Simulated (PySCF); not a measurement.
C8H5F.
SMILES with atom numbers: `[F:1][C:2]1=[CH:3][C:4]1=[C:5]1[CH:6]=[CH:7][CH:8]=[CH:9]1` (hydrogens: H10 on C3; H11 on C6; H12 on C7; H13 on C8; H14 on C9)

Computed by this run: PBE0-D3(BJ)/def2-SVP geometry optimisation, gas phase in PySCF; density fitting, grid level 2; the optimiser is geomeTRIC in internal coordinates, started from a GFN2-xTB structure.

Step 1: E = -11069.7182 eV
```
atom  x, y, z in Å  |  force x, y, z in eV/Å
F1      3.3479    0.4122    1.7763   -0.045   0.034   0.204
C2      2.6167    0.2731    0.7244    0.093  -0.022  -0.131
C3      2.6020    0.1462   -0.5894    0.134   0.025   0.196
C4      1.3428    0.1299    0.1514    0.047  -0.043  -0.443
C5     -0.0033    0.0194    0.0679    0.050   0.022   0.104
C6     -0.9698    0.0622    1.1510    0.005   0.001   0.077
C7     -2.2058   -0.1033    0.5947   -0.085  -0.002   0.064
C8     -2.0650   -0.2558   -0.8407   -0.071  -0.003  -0.057
C9     -0.7423   -0.1792   -1.1672    0.024  -0.011  -0.053
H10     3.1425    0.0870   -1.5339   -0.184  -0.010   0.026
H11    -0.7307    0.2047    2.2053   -0.001  -0.008  -0.031
H12    -3.1551   -0.1198    1.1335    0.031   0.002  -0.006
H13    -2.8897   -0.4084   -1.5394    0.017   0.010   0.026
H14    -0.2963   -0.2580   -2.1593   -0.014   0.005   0.024
```

Step 2: E = -11069.7326 eV
```
atom  x, y, z in Å  |  force x, y, z in eV/Å
F1      3.2877    0.4304    1.8194   -0.057   0.011   0.032
C2      2.6026    0.2781    0.7360    0.009  -0.006   0.020
C3      2.6240    0.1438   -0.5768    0.109   0.026   0.158
C4      1.3464    0.1263    0.1243    0.022  -0.047  -0.327
C5      0.0003    0.0134    0.0344    0.086   0.010   0.134
C6     -0.9468    0.0563    1.1361   -0.052   0.008  -0.004
C7     -2.1946   -0.1032    0.6039    0.048   0.005  -0.033
C8     -2.0756   -0.2517   -0.8358   -0.056  -0.015  -0.046
C9     -0.7580   -0.1832   -1.1902   -0.034   0.018   0.116
H10     3.1725    0.0803   -1.5129   -0.073  -0.008  -0.046
H11    -0.6865    0.1953    2.1849    0.013  -0.003   0.001
H12    -3.1331   -0.1168    1.1598    0.004  -0.003  -0.007
H13    -2.9138   -0.3974   -1.5185   -0.007   0.001  -0.005
H14    -0.3311   -0.2613   -2.1899   -0.011   0.004   0.005
```

Step 3: E = -11069.7329 eV
```
atom  x, y, z in Å  |  force x, y, z in eV/Å
F1      3.1925    0.4589    1.8746    0.002  -0.025  -0.165
C2      2.5850    0.2834    0.7471   -0.103   0.022   0.195
C3      2.6646    0.1386   -0.5624    0.027   0.010   0.013
C4      1.3603    0.1168    0.0777   -0.069  -0.032  -0.049
C5      0.0130    0.0039    0.0003   -0.164   0.002   0.040
C6     -0.9144    0.0500    1.1196   -0.081  -0.007  -0.109
C7     -2.1716   -0.1031    0.6064   -0.169   0.007   0.139
C8     -2.1038   -0.2490   -0.8377    0.430   0.062   0.310
C9     -0.7864   -0.1847   -1.1989    0.050  -0.038  -0.315
H10     3.2206    0.0701   -1.4910    0.078   0.004  -0.067
H11    -0.6320    0.1830    2.1630   -0.018  -0.002   0.025
H12    -3.0947   -0.1142    1.1857   -0.042  -0.001   0.042
H13    -2.9571   -0.3853   -1.5029    0.026   0.004   0.005
H14    -0.3820   -0.2582   -2.2070    0.034  -0.006  -0.063
```

Task: Estimate the geometry and energy of step 4. (The exact step hangs on the optimiser's Hessian estimate; all steps are aligned on step 3, rigid shifts and turns removed.)

Result: E = -11069.7386 eV, largest force 0.252 eV/Å
```
atom  x, y, z in Å  |  force x, y, z in eV/Å
F1      3.1712    0.4552    1.8795    0.040  -0.014  -0.085
C2      2.5753    0.2806    0.7477   -0.059   0.020   0.121
C3      2.6704    0.1403   -0.5615   -0.006  -0.005  -0.052
C4      1.3589    0.1133    0.0662   -0.034  -0.012   0.058
C5      0.0122    0.0010   -0.0090   -0.115   0.020   0.002
C6     -0.9164    0.0507    1.1114    0.084   0.019   0.190
C7     -2.1804   -0.1010    0.6188    0.212   0.002  -0.135
C8     -2.0902   -0.2475   -0.8228   -0.131  -0.017  -0.121
C9     -0.7815   -0.1864   -1.2104   -0.039  -0.018   0.032
H10     3.2344    0.0767   -1.4880    0.045   0.008   0.006
H11    -0.6259    0.1844    2.1531    0.011   0.002   0.022
H12    -3.1040   -0.1120    1.1988    0.014   0.002  -0.010
H13    -2.9447   -0.3840   -1.4864   -0.012  -0.002  -0.025
H14    -0.3854   -0.2610   -2.2228   -0.010  -0.005  -0.002
```

The energy changes by -0.0057 eV. The first-order estimate −F·Δx gives -0.0226 eV and the mean of the old and new forces, exact on a quadratic surface, -0.0059 eV. The step makes an angle of 58° with the force vector and moves no atom by more than 0.022 Å.

The cost below is that of the whole optimisation. The run took 99 s of wall time on an Arm Neoverse V1 with one thread, shared host, and the process peaked at 0.78 GiB of memory.
